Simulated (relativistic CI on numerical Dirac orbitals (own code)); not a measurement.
One change at a time: Er LXIV

Base calculation: Dirac-Coulomb-Breit CI, orbitals from a KLI potential per configuration, model QED (radiative potential, 1s self-energy scaled to tabulated hydrogen-like ionisation energies), unscaled Slater integrals.

Configurations in the expansion (outside the closed core 1s2): 2s2.2p, 2s.2p2, 2p3, 2p2.3s, 2p2.3p, 2p2.3d, 2s2.3s, 2s2.3p, 2s2.3d, 2s.2p.3s, 2s.2p.3p, 2s.2p.3d, 2s2.4s, 2s2.4p, 2s2.4d, 2s2.4f. Levels of other configurations are missing.

Variants: (1) configuration mixing switched off; (2) only the first 3 configurations. Shifts of the energy above 2s2.2p 2P°_1/2, in eV, for the lowest level and the first level of each name with at least 55 % of one term (blank where a level changes its place among those of its configuration and J or its character, or is not in the variant):

| Level | Base | Δ(1) | Δ(2) |
| --- | --- | --- | --- |
| 2s2.2p 2P°_1/2 | 0.00 | 0.00 | 0.00 |
| 2s2.2p 2P°_3/2 | 997.46 | +4.90 | -0.03 |
| 2s.2p2 4P_3/2 | 1161.96 | -3.22 | -0.34 |
| 2s.2p2 2D_5/2 | 1201.00 | -2.97 | -0.08 |
| 2s.2p2 2P_1/2 | 1266.32 | -2.66 | +0.23 |
| 2s.2p2 2D_3/2 | 1268.38 | -2.60 | +0.29 |
| 2s.2p2 4P_5/2 | 2177.65 | -3.09 | -0.21 |
| 2s.2p2 2S_1/2 | 2276.58 | -3.08 | -0.19 |
| 2s.2p2 2P_3/2 | 2277.52 | -2.58 | +0.30 |
| 2p3 4S°_3/2 | 2467.30 | -3.10 | -0.21 |
| 2p3 2D°_5/2 | 2490.09 | -2.81 | +0.07 |
| 2p3 2P°_1/2 | 2541.91 | -5.76 | +0.01 |
| 2s2.3s 2S_1/2 | 8733.05 | +9.71 |  |
| 2s2.3p 2P°_1/2 | 8811.93 | +10.49 |  |
| 2s.2p.3s 4P°_1/2 | 8890.48 | -3.85 |  |
| 2s.2p.3s 4P°_3/2 | 8916.14 | -1.11 |  |
| 2s.2p.3s 2P°_1/2 | 8944.26 | -2.23 |  |
| 2s.2p.3p 4D_1/2 | 8956.84 | -2.47 |  |
| 2s2.3p 2P°_3/2 | 9107.20 | +7.12 |  |
| 2s2.3d 2D_3/2 | 9160.89 | +7.10 |  |
| 2s2.3d 2D_5/2 | 9240.40 | +8.65 |  |
| 2s.2p.3d 4F°_3/2 | 9304.67 | -3.31 |  |

At this charge energies of transitions that change n are usually good to better than 1 %, and those within a shell (Δn = 0) to a few per cent.

Ionisation energy from the two ground configurations alone: base 15510.4 eV. The NIST ASD value (theoretical) is 15511 eV.

LS names give the leading component of a level, which can be under half, so a name can repeat, a term be missing and a line seem to break the LS rules.
